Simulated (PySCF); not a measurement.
## Computed properties of Al2H4O4, SMILES [OH][Al]([OH])[Al]([OH])[OH]

Al₂H₄O₄, SMILES [OH][Al]([OH])[Al]([OH])[OH]. The structure is a stationary point at B3LYP-D3(BJ)/def2-SVP. The structure was generated by enumeration; whether it is a known compound was not checked. One conformer was computed; it need not be the lowest. All values are computed for the isolated molecule unless a solvent is named; none is compared with measurement here.

**Structure.** The optimised structure has D2d symmetry. All 24 harmonic modes at B3LYP-D3(BJ)/def2-SVP (PySCF) are real, so it is a minimum. With heavy atoms numbered as in [Al:1]([OH:2])([OH:3])[Al:4]([OH:5])[OH:6], the shortest bond between them is Al1–O2 at 1.711 Å and the longest Al1–Al4 at 2.514 Å.

**Vibrations.** The strongest infrared lines (harmonic, unscaled, degenerate partners summed) lie at 473 cm⁻¹ (707 km/mol, H 88 %, O 11 %), 370 cm⁻¹ (558 km/mol, H 80 %, O 17 %), 781 cm⁻¹ (265 km/mol, O 55 %, Al 28 %, H 17 %). The softest mode is at 28 cm⁻¹ and the zero-point energy is 34.3 kcal/mol.

**Electronic structure.** PBE0/def2-TZVP (PySCF) places the frontier levels at -7.88 and -0.62 eV, a gap of 7.26 eV, and gives a dipole moment of 0.00 D and a mean polarisability of 63.7 bohr³. PBE/def2-TZVP (PySCF) at the same geometry gives -6.79 and -1.38 eV, so its gap is 1.85 eV narrower. An orbital gap is neither the optical nor the fundamental gap.

**Excitations.** TDA-CAM-B3LYP/def2-SVPD (PySCF) has S1 at 6.62 eV (187 nm, f = 0.317, bright); the most intense of the 10 singlets computed lies at 6.87 eV (f = 0.44). Strengths of degenerate partners are summed. T1 (TDA) is at 4.98 eV, 1.64 eV under S1. TDA-PBE/def2-SVPD (PySCF) puts S1 at 5.85 eV. No vertical singlet excitation falls in the visible range (under 3.1 eV).

**NMR.** GIAO shifts at HF/pcSseg-1 (PySCF) (non-relativistic, atoms alike by connectivity averaged): ¹H at 2.1 ppm against TMS.
